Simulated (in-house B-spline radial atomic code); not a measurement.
Ge⁺ is squeezed into an impenetrable sphere of radius R (the orbitals vanish at R). All numbers are computed (scalar-relativistic (X2C) Hartree-Fock, spin-polarised, averaged over the determinants with the given up and down occupations; Fermi nucleus of rms radius 4.0742 fm) with an all-electron radial atomic-structure program (B-spline basis), not measured.

Energies in eV above the free ion in [Ar] 3d10 4s2 4p1:

| R (bohr) | highest level (eV) | [Ar] 3d10 4s2 4p1 | [Ar] 3d10 4s1 4p1 4d1 | [Ar] 3d10 4s2 4d1 |
| --- | --- | --- | --- | --- |
| 8.18 | -15.4 | 0.005867 | 15.17 | 9.396 |
| 5.61 | -15 | 0.3795 | 17.4 | 12 |
| 5.01 | -14.6 | 0.9769 | 19.23 | 13.87 |
| 4.33 | -13.3 | 2.846 | 23.41 | 17.92 |
| 3.31 | -6.86 | 14.54 | 42.38 | 35.71 |
| 3.18 | -5.17 | 18.03 | 47.38 | 40.38 |
| 2.78 | 2.83 | 35.78 | 71.02 | 62.6 |
| 2.33 | 21.5 | 82.69 | 127.5 | 116.3 |
| 1.73 | 95.4 | 310.3 | 371.3 | 353.5 |
| 1.6 | 130 | 433.8 | 496.9 | 477.5 |

Q: Does [Ar] 3d10 4s1 4p1 4d1 fall below [Ar] 3d10 4s2 4p1 under compression?

A: No, it stays above over the whole range.

Q: Does [Ar] 3d10 4s2 4d1 fall below [Ar] 3d10 4s2 4p1 under compression?

A: No, it stays above over the whole range.

The highest level is first positive in the row R = 2.78 bohr, pushed up by confinement above the zero of the free ion's potential. Each configuration is held fixed and needn't be the lowest in the sphere.
